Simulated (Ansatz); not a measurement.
Cartesian coordinates (Å):
SMILES: O[Si@@H]1O[SiH2][SiH2]1
```xyz
11

O      0.6153     1.3879     1.8362
Si     0.5159     1.0512     0.2296
O     -1.0591     0.8810    -0.3041
Si    -1.3603    -0.7280    -0.6866
Si     0.9038    -1.2262    -0.2412
H      0.4566     2.2869     2.1370
H      1.1537     2.1421    -0.5446
H     -1.8308    -0.8411    -2.0869
H     -2.3943    -1.2975     0.2093
H      1.2511    -2.1352     0.8753
H      1.7480    -1.5211    -1.4239
```
Charge 0, multiplicity 1.

The numbers are results of frozen-core CCSD(T)/cc-pVTZ // B3LYP-D3(BJ)/def2-TZVP run with Ansatz (a first-principles code), not measurements.

```yaml
HF energy: -1020.23676 Ha
MP2 correlation energy: -0.83226 Ha
```

Q: Estimate the CCSD correlation energy, the (T) correction, the total energy and the T1 diagnostic.

A: 
The CCSD correlation energy is -0.87884 Ha, the (T) correction is -0.03395 Ha and the CCSD(T) total energy is -1021.14955 Ha. The T1 diagnostic is 0.014.
